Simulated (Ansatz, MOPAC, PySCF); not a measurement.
H2O (SMILES O) and PH3 (SMILES P) are pulled apart as rigid monomers along the line of their centres of mass, from the B3LYP-D3(BJ)/def2-TZVP minimum. Starting geometry (charge 0, multiplicity 1):
```xyz
7

O      0.2632    -0.0779    -0.5425
H      0.1242     0.0001     0.4118
H      1.1449     0.2748    -0.6984
P     -0.4624     0.1411     2.9231
H      0.1734    -0.5760     3.9656
H     -0.5898     1.3364     3.6715
H     -1.7599    -0.3281     3.2395
```

Interaction energies with rigid monomers; basis-set methods are counterpoise corrected unless marked otherwise.

Correlated levels freeze the cores. Rows in 3-21G carry no dispersion term and start afresh at each structure. The state that PM3 reach isn't checked.

The values were computed with Ansatz (a first-principles code) with Gaussian orbitals; MOPAC for PM3 (differences of heats of formation); PySCF for 3-21G rows, the dispersion terms. 

```json
[
 {"H2···P4 (Å)": "2.32", "PM3 (kcal/mol)": "[?]", "PBE-D3(BJ)/def2-TZVPPD (kcal/mol)": "-3.05", "B3LYP/3-21G (no counterpoise) (kcal/mol)": "-2.96", "MP2/aug-cc-pV(T+d)Z (kcal/mol)": "-1.67", "SCS-MP2/aug-cc-pV(D+d)Z (kcal/mol)": "-0.35"},
 {"H2···P4 (Å)": "2.58", "PM3 (kcal/mol)": "-0.07", "PBE-D3(BJ)/def2-TZVPPD (kcal/mol)": "-3.38", "B3LYP/3-21G (no counterpoise) (kcal/mol)": "-3.83", "MP2/aug-cc-pV(T+d)Z (kcal/mol)": "-2.47", "SCS-MP2/aug-cc-pV(D+d)Z (kcal/mol)": "-1.63"},
 {"H2···P4 (Å)": "2.97", "PM3 (kcal/mol)": "0.01", "PBE-D3(BJ)/def2-TZVPPD (kcal/mol)": "-2.70", "B3LYP/3-21G (no counterpoise) (kcal/mol)": "-3.27", "MP2/aug-cc-pV(T+d)Z (kcal/mol)": "-2.20", "SCS-MP2/aug-cc-pV(D+d)Z (kcal/mol)": "-1.81"},
 {"H2···P4 (Å)": "3.62", "PM3 (kcal/mol)": "-0.22", "PBE-D3(BJ)/def2-TZVPPD (kcal/mol)": "-1.46", "B3LYP/3-21G (no counterpoise) (kcal/mol)": "-1.81", "MP2/aug-cc-pV(T+d)Z (kcal/mol)": "[?]", "SCS-MP2/aug-cc-pV(D+d)Z (kcal/mol)": "-1.14"},
 {"H2···P4 (Å)": "4.65", "PM3 (kcal/mol)": "-0.27", "PBE-D3(BJ)/def2-TZVPPD (kcal/mol)": "-0.52", "B3LYP/3-21G (no counterpoise) (kcal/mol)": "-0.68", "MP2/aug-cc-pV(T+d)Z (kcal/mol)": "-0.48", "SCS-MP2/aug-cc-pV(D+d)Z (kcal/mol)": "-0.46"}
]
```

Problem. Complete the blanks.

Solution. 
- 3.62, MP2/aug-cc-pV(T+d)Z (kcal/mol): -1.24
- 2.32, PM3 (kcal/mol): 0.34
